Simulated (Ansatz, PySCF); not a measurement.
H6Ge2, charge -1, doublet, geometry from GFN2-xTB (a state made from the parent by changing its charge; the spin is typed, not shown lowest) (in this run its highest filled SCF level lies above zero, so its values depend strongly on the basis, on diffuse functions most of all). Base run: B3LYP/STO-3G in PySCF.

Geometry (Å):
```xyz
8

Ge    -1.2352     0.5129    -0.1259
Ge     1.2353    -0.5121     0.1290
H     -1.9253    -0.6052    -1.0275
H     -2.4784     1.6125    -0.4205
H     -1.9402    -0.0249     1.1998
H      2.4783    -1.6135     0.4172
H      1.9673     0.6296     0.9683
H      1.8969    -0.0265    -1.2369
```
Charge -1, spin multiplicity 2.
Orbitals are unrestricted.
All else is at PySCF's defaults.

The same geometry, method and basis name were run in Ansatz (a first-principles code) and PySCF, at each program's defaults and at the settings that a row names. The base is PySCF at its defaults. Differences at the defaults can come from grids, fitting, cores and function types together.

```json
[
 {"code and settings": "PySCF, defaults (exact integrals, its default grid, spherical functions)", "ΔE vs base (mEh)": "0.000", "basis functions": "42", "E (Eh)": "-4109.48749", "SCF cycles": "10"},
 {"code and settings": "Ansatz, defaults (factorised integrals, its default grid, spherical functions)", "ΔE vs base (mEh)": "-0.002", "basis functions": "42", "E (Eh)": "-4109.48749", "SCF cycles": "-"},
 {"code and settings": "PySCF, density fitting with def2-universal-jkfit", "ΔE vs base (mEh)": "-3.500", "basis functions": "42", "E (Eh)": "-4109.49099", "SCF cycles": "10"},
 {"code and settings": "PySCF, fine grid", "ΔE vs base (mEh)": "-0.008", "basis functions": "42", "E (Eh)": "-4109.48750", "SCF cycles": "10"},
 {"code and settings": "Ansatz, high accuracy", "ΔE vs base (mEh)": "-0.003", "basis functions": "42", "E (Eh)": "-4109.48749", "SCF cycles": "-"}
]
```

Open shells are given as the SCF converged; they aren't shown to be the lowest states, and a large step between rows can be another state.
